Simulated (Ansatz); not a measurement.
B₂Cl₂F₂H₄N₂, SMILES `F[B@-]1(Cl)[NH2+][B@@-](F)(Cl)[NH2+]1`, relaxed with RKS PBE0-D4/def2-TZVP in Ansatz from a PBE-D4/def2-SVP geometry. The force threshold is 0.005 eV/Å; the program also tests the step.

Total charge 0; spin multiplicity 1.

Start:

```xyz
12

F    -1.865   -0.605   -0.993
B    -0.531   -0.700   -0.690
Cl    0.375   -2.074   -1.495
N    -0.291   -0.667    0.897
B     0.419    0.759    0.705
F    -0.323    1.764    1.270
Cl    2.191    0.715    1.170
N     0.212    0.710   -0.887
H    -1.163   -0.621    1.443
H     0.309   -1.413    1.269
H     1.074    0.681   -1.444
H    -0.405    1.452   -1.243
```

Q: How much energy does the relaxation release, and in how many steps? (Best estimate.)

A: Ansatz gave: 0.82 kcal/mol, in 3 steps.

Q: Which bonds change most? (An estimate is asked.)

A: Ansatz gave: N8–H11 from 1.027 to 1.012 Å; N4–H10 from 1.027 to 1.012 Å; N4–H9 from 1.029 to 1.015 Å; N8–H12 from 1.029 to 1.015 Å.

Q: Give the relaxed structure. (An estimate is asked.)

A: Ansatz gave: 
```xyz
12

F    -1.849   -0.604   -0.987
B    -0.527   -0.695   -0.685
Cl    0.369   -2.061   -1.487
N    -0.290   -0.661    0.890
B     0.416    0.754    0.699
F    -0.317    1.751    1.262
Cl    2.175    0.714    1.164
N     0.209    0.705   -0.880
H    -1.149   -0.617    1.429
H     0.303   -1.396    1.255
H     1.059    0.675   -1.428
H    -0.399    1.437   -1.232
```
